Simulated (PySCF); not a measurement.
Steps of a relaxation of TbOCl

TbOCl (singlet in the valence; each metal's 4f electrons, 8 of them, lie in its core potential, out of spins and levels). PySCF 2.14.0, RKS PBE0, Tb lcecp-1-SVP with ECP54, O def2-SVP, Cl def2-SVP; non-relativistic Hamiltonian with scalar-relativistic core potentials where named; density fitting; no spin-orbit coupling. Origin of the start: template. Columns: position (Å) and force (eV/Å). Energies are counted from the last step; some of the 6 steps are shown. Forces carry noise of the integration grid, about 0.01 to 0.03 eV/Å.

Run from Python with OMP_NUM_THREADS=2. Where DIIS fails, smearing, a level shift and second-order steps follow.
It took 9.1 s on 2 threads of Arm Neoverse V1, with other jobs on the host, from the converged density of the start.

```xyz
3
step 0  E = 0.098 eV
Tb    0.2722    0.0000   -0.2351    -0.61    0.00   -0.22
O     1.9338    0.0000    0.5084     0.05    0.00    0.29
Cl   -2.1216    0.0000    0.8361     0.56    0.00   -0.07
```

```xyz
3
step 2  E = 0.010 eV
Tb    0.2403    0.0000   -0.3814     0.73    0.00    0.30
O     1.7906    0.0000    0.6146    -0.66    0.00   -0.37
Cl   -1.9465    0.0000    0.8762    -0.06    0.00    0.07
```

```xyz
3
step 3  E = 0.003 eV
Tb    0.2459    0.0000   -0.3763     0.28    0.00   -0.01
O     1.7843    0.0000    0.6101    -0.21    0.00   -0.07
Cl   -1.9458    0.0000    0.8756    -0.07    0.00    0.08
```

Question: Where does the relaxation end?

Answer: It converges at step 5 in Cs:
```xyz
3
step 5  E = 0
Tb    0.2524    0.0000   -0.3981
O     1.7599    0.0000    0.6225
Cl   -1.9279    0.0000    0.8850
```

Question: How did the contacts change?

Answer: 
```csv
contact,start (Å),end (Å)
Tb1–O2 (O),1.820,1.821
Tb1–Cl3 (Cl),2.623,2.530
```


An lcecp potential fixes the number of 4f electrons, so in runs with it no electron can move into or out of that shell.
